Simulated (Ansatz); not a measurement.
**Nudged elastic band run: BrCl$_{4}$HSn**

Input:

```yaml
crystal:
  periodic: [false, false, false]
  atoms:
    - { symbol: Sn, position_ang: [0.399911, 0.0, -0.210834] }
    - { symbol: Cl, position_ang: [0.207756, 0.0, 2.134478] }
    - { symbol: Cl, position_ang: [2.672054, 0.0, -0.757155] }
    - { symbol: Cl, position_ang: [-0.61839, 1.917464, -1.068546] }
    - { symbol: Cl, position_ang: [-0.61839, -1.917464, -1.068546] }
    - { symbol: Br, position_ang: [-3.85321, 0.0, 2.066429] }
    - { symbol: H, position_ang: [-2.469732, 0.0, 2.432774] }
basis:
  gaussian: { orbitals: def2-SVP }
hamiltonian:
  xc: b3lyp
neb:
  order_check: false
  images: 5
  f_tol: 0.05
  max_iterations: 3
  final_atoms:
    - { symbol: Sn, position_ang: [-0.62408508, -9.0e-08, -0.78908272] }
    - { symbol: Cl, position_ang: [-0.10340966, -1.2e-06, 4.18754827] }
    - { symbol: Cl, position_ang: [1.40747995, 2.8e-07, 0.36455607] }
    - { symbol: Cl, position_ang: [-0.76227898, 1.90859294, -2.13397068] }
    - { symbol: Cl, position_ang: [-0.7622782, -1.90859306, -2.13397085] }
    - { symbol: Br, position_ang: [-2.51238308, -5.5e-07, 0.84502232] }
    - { symbol: H, position_ang: [-0.92304595, 1.68e-06, 3.1884976] }
  initial_path:
    images:
      - { positions_ang: [[0.399911, 0.0, -0.210834], [0.207756, 0.0, 2.134478], [2.672054, 0.0, -0.757155], [-0.61839, 1.917464, -1.068546], [-0.61839, -1.917464, -1.068546], [-3.85321, 0.0, 2.066429], [-2.469732, 0.0, 2.432774]] }
      - { positions_ang: [[0.27147234, 0.0, -0.13447447], [0.11624654, 0.0, 2.34866698], [2.55132456, 0.0, -0.7437394], [-0.77771105, 1.93384267, -0.9848208], [-0.77771105, -1.93384267, -0.9848208], [-3.48669963, 0.0, 1.66038402], [-2.17692271, 0.0, 2.36740447]] }
      - { positions_ang: [[0.14303368, 0.0, -0.05811494], [0.02473707, 0.0, 2.56285596], [2.43059512, 0.0, -0.7303238], [-0.9370321, 1.95022133, -0.90109561], [-0.9370321, -1.95022133, -0.90109561], [-3.12018925, 0.0, 1.25433904], [-1.88411343, 0.0, 2.30203495]] }
      - { positions_ang: [[0.01459502, 0.0, 0.0182446], [-0.06677239, 0.0, 2.77704494], [2.30986567, 0.0, -0.71690819], [-1.09635314, 1.9666, -0.81737041], [-1.09635314, -1.9666, -0.81737041], [-2.75367888, 0.0, 0.84829405], [-1.59130414, 0.0, 2.23666542]] }
      - { positions_ang: [[-0.19829835, -3.0e-08, -0.25086451], [-0.07898481, -4.0e-07, 3.24721272], [2.00907043, 9.0e-08, -0.35642011], [-0.98499509, 1.94726431, -1.25623717], [-0.98499483, -1.94726435, -1.25623722], [-2.67324694, -1.8e-07, 0.84720348], [-1.36855141, 5.6e-07, 2.55394282]] }
      - { positions_ang: [[-0.41119171, -6.0e-08, -0.51997361], [-0.09119723, -8.0e-07, 3.71738049], [1.70827519, 1.8e-07, 0.00406798], [-0.87363704, 1.92792863, -1.69510393], [-0.87363652, -1.92792871, -1.69510404], [-2.59281501, -3.7e-07, 0.8461129], [-1.14579868, 1.12e-06, 2.87122021]] }
      - { positions_ang: [[-0.62408508, -9.0e-08, -0.78908272], [-0.10340966, -1.2e-06, 4.18754827], [1.40747995, 2.8e-07, 0.36455607], [-0.76227898, 1.90859294, -2.13397068], [-0.7622782, -1.90859306, -2.13397085], [-2.51238308, -5.5e-07, 0.84502232], [-0.92304595, 1.68e-06, 3.1884976]] }
```

Command:

```bash
$ ansatz run input.yaml --threads 4 --pin off --max-ram 5120MiB --backend cpu --events-out ev --progress --plain --runs-dir out
```

Output, in part (warnings, iteration lines):

```
NEB end point (image 0): max|allowed force component| = 1.764e-3 eV/Å (the criterion of neb.relax_end_points is 1.000e-2)
NEB end point (image 6): max|allowed force component| = 1.642e-2 eV/Å (the criterion of neb.relax_end_points is 1.000e-2)
NEB iter   1: max|band force component| = 3.621e0 eV/Å  barrier→ = 2.0538 eV  barrier← = 2.1150 eV  Δτ_max = 0.2000 Å  (207 SCF iters)
NEB iter   2: max|band force component| = 2.415e0 eV/Å  barrier→ = 1.6713 eV  barrier← = 1.7325 eV  Δτ_max = 0.2000 Å  (155 SCF iters)
NEB iter   3: max|band force component| = 9.403e-1 eV/Å  barrier→ = 1.0502 eV  barrier← = 1.1114 eV  Δτ_max = 0.2000 Å  (154 SCF iters)
Error: NEB band did not converge after 3 iterations: max|band force component| = 9.40e-1 eV/Å (threshold 5.0e-2); raise `neb.max_iterations` in a new run, which can start from the last band evaluated (`neb.initial_path`, with `crystal.atoms` and `neb.final_atoms` set to its first and last images), …
```

The run ended unconverged. The band didn't meet its force threshold, so its energies are provisional: the largest band force was still 0.94 eV/Å, and over the last iterations the top moved between 1.05 and 2.05 eV. The orbitals stay closed-shell, which can raise the energy where a bond breaks towards radicals; this wasn't checked here.

Final band (atoms are numbered from 1 in the order of the input):

```csv
image,path coordinate (Å),energy (eV),Sn1–Cl2 (Å),Br6–H7 (Å),Sn1–Br6 (Å)
0,0.00,0.00,2.35,1.43,4.82
1,0.75,0.03,2.37,1.44,4.15
2,1.50,0.27,2.41,1.48,3.40
3,2.26,1.05,2.67,1.74,2.77
4,3.26,0.52,3.23,2.12,2.61
5,4.27,0.09,4.10,2.48,2.52
6,5.28,-0.06,5.00,2.83,2.50
```

Time of the run: 97 s on 4 threads of Arm Neoverse N1, on a shared host, peak memory 0.46 GiB.
